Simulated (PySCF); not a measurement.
Level of theory: PySCF, PBE0, basis W def2-TZVP with ECP60, N def2-TZVP, Br def2-TZVP (scalar-relativistic core potentials, no spin–orbit coupling, density fitting). Open shells, if any, are unrestricted.

Task: What spin state, shape and geometry does isolated BrWN take (every ligand bound to W)?

Result: Formally W is in oxidation state +4, d2, with 2 unpaired electrons (the high-spin count). The Mulliken spin on W is 2.34. The polar-tensor charge on W, 1.07, is far below the formal one. The lowest minimum found is a triplet of Cs symmetry with W–Br 2.419 Å, W–N 1.654 Å; Br–W–N 108.6°. Its harmonic wavenumbers are 197 (a'), 271 (a'), 1135 (a') cm⁻¹ and its dipole moment is 4.29 D.

This need not be the most stable arrangement of these atoms. Other spin states or occupations of the open shell can lie lower. No spin–orbit coupling is included, which matters more the heavier the element.
